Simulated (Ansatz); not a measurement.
Basis-set extrapolation for `[SiH3]N1[SiH2]P1` (PBE0-D4/def2-TZVP geometry, frozen core, the Gaussian-basis code of Ansatz). Multiplicity 1, RHF reference.

```csv
,def2-TZVPP,def2-QZVPP
HF,-976.613844,-976.645118
MP2 correlation,-0.601726,-0.646472
CCSD(T) correlation,-0.682726,not run
```

Energies in hartree. Use E(X) = E(∞) + A·exp(−7.88·√X) for Hartree–Fock and E(X) = E(∞) + B·X^(−2.97) for correlation, with X = 3 and 4, and add CCSD(T) minus MP2 of the smaller set to the MP2 limit.

Task: What is the CCSD(T) energy at the basis-set limit?

Result: HF limit: -976.645118 + (-0.031274) × 0.13774 = -976.64943. MP2 limit: -0.646472 + (-0.044746) × 0.74074 = -0.67962. Higher-order term: -0.682726 − (-0.601726) = -0.08100. Total: -977.41005 hartree, 71.2 kcal/mol below CCSD(T)/def2-TZVPP.
